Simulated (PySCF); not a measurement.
# Broadened absorption spectrum of C5H7F3O2

Species: C₅H₇F₃O₂.
SMILES: `FC(F)(F)C1OCCCO1`

Method: PySCF 2.14.0, density-fitted response routines, TDDFT B3LYP/def2-SVPD, vertical, gas phase, core orbitals frozen in the response. One conformer (not necessarily the lowest) at the PBE0-D3(BJ)/def2-SVP geometry, without solvent, vibrations or thermal averaging.

Computed states:

```csv
state,E (eV),f
S1,7.26,0.012
S2,7.50,0.0001
S3,7.94,0.023
S4,8.07,0.065
S5,8.08,0.0011
S6,8.16,0.0026
S7,8.28,0.0019
S8,8.33,0.0024
S9,8.33,0.0018
S10,8.57,0.0054
```

Broadening: Gaussians 0.5 eV wide at half height, area fixed by f = 4.319×10⁻⁹ ∫ε dν̃. The width is an assumption, not a result. The curve ends short of the highest state used, and states not computed would add to its high-energy end.

Task: Give the broadened spectrum and its maxima.

Result: 
(λ (nm), ε (L mol⁻¹ cm⁻¹)): (155.6, 4597), (156.4, 4234), (157.2, 3780), (158.0, 3278), (158.8, 2764), (159.6, 2274), (160.4, 1832), (161.3, 1413), (162.1, 1118), (162.9, 896), (163.7, 742), (164.5, 645), (165.3, 596), (166.1, 583), (167.0, 596), (167.8, 620), (168.6, 647), (169.4, 669), (170.2, 681), (171.0, 680), (171.8, 664), (172.6, 635), (173.5, 587), (174.3, 534), (175.1, 476), (175.9, 415), (176.7, 354), (177.5, 295), (178.3, 242), (179.2, 189), (180.0, 148), (180.8, 114), (181.6, 87), (182.4, 64), (183.2, 47), (184.0, 34), (184.9, 23), (185.7, 16), (186.5, 11), (187.3, 7), (188.1, 5), (188.9, 3), (189.7, 2), (190.5, 1)

Maxima: 171 nm (7.27 eV), ε about 680, made up of S1 (98%) (ε in L mol⁻¹ cm⁻¹; maxima over ε = 5, shares over 10%). At its high-energy end, 7.97 eV, the curve is still rising (ε about 4600, from S3 and S4).

Task: What would ε be at 7.27 eV, the highest of these maxima, with half the width (0.25 eV)?

Result: About 1330 L mol⁻¹ cm⁻¹ against 682, a factor of about 1.9; a lone state at its own centre would give exactly 2.

Task: Coming from long wavelengths, where does ε first pass 100 L mol⁻¹ cm⁻¹?

Result: At about 181 nm (6.84 eV), 0.41 eV below S1.

The vertical ionisation energy (ΔSCF) is 10.07 eV, 1.50 eV above S10.
